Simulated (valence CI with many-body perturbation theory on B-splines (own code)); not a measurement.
The numbers below are computed, except where a source is named.
# Level structure of Bi LI

Level of theory: valence CI with perturbative core correlation (CI+MBPT): five valence electrons over a frozen Dirac-Fock core [Ar] 3d10, a basis of 9 s, 9 p, 8 d, 6 f, 3 g, 1 h functions for each j, with the one-electron correlation potential Σ1, the two-electron term Σ2, the three-electron term Σ3, Breit, model QED; selected CI, second order for the rest (own B-spline code, finite nucleus).

No measured spectrum was set against this ion. As an estimate, large intervals hold to a few tenths of a per cent, small ones and those within an open d or f shell to about a per cent. Among the levels kept, up to 330 cm⁻¹ of a level comes from second order outside the variational space, and about a tenth of that is noise between levels of different J, which matters for small intervals.

Levels 46 to 53 of 53, with energies above the lowest level, (4s^2 4p1/2^2 4p3/2) J=3/2. "Leading %" is the weight of the configuration and term that name the level; weights of strongly mixed levels are sums over their largest components and can fall short. In the jj column 3d3/2^4 stands for four electrons in 3d with j = 3/2.

| No. | Configuration | Term | J | E (Ry) | Leading % | Second component | g | Leading jj |
| --- | --- | --- | --- | --- | --- | --- | --- | --- |
| 46 | 4s²4p4d² | ⁴G° | 5/2 | 40.169 | 48 | 31 % 4s²4p4d² ²F° | 0.786 | 4s^2 4p1/2 4d3/2^2 (87 %) |
| 47 | 4s²4p²4d | ²D | 3/2 | 40.233 | 32 | 26 % 4s²4p²4d ⁴P | 1.188 | 4s^2 4p3/2^2 4d3/2 (91 %) |
| 48 | 4s4p³4d | ²F° | 5/2 | 40.297 | 26 | 17 % 4s4p³4d ²D° | 1.058 | 4s 4p1/2^2 4p3/2 4d5/2 (83 %) |
| 49 | 4s²4p²4d | ²D | 5/2 | 40.300 | 26 | 24 % 4s²4p²4d ⁴D | 1.176 | 4s^2 4p3/2^2 4d3/2 (92 %) |
| 50 | 4s²4p²4d | ⁴P | 1/2 | 40.331 | 45 | 24 % 4s²4p²4d ²P | 1.643 | 4s^2 4p3/2^2 4d3/2 (92 %) |
| 51 | 4s²4p²4d | ²F | 7/2 | 40.425 | 46 | 25 % 4s²4p²4d ²G | 1.111 | 4s^2 4p3/2^2 4d3/2 (96 %) |
| 52 | 4s²4p²4d | ²D | 3/2 | 41.175 | 69 | 10 % 4s²4p²4d ²P | 0.843 | 4s^2 4p3/2^2 4d3/2 (94 %) |
| 53 | 4s²4p4d² | ²P° | 1/2 | 41.671 | 41 | 39 % 4s²4p4d² ⁴D° | 0.641 | 4s^2 4p1/2 4d3/2^2 (93 %) |

Where two levels of one J and parity lie close, their mixing, g and order are uncertain.
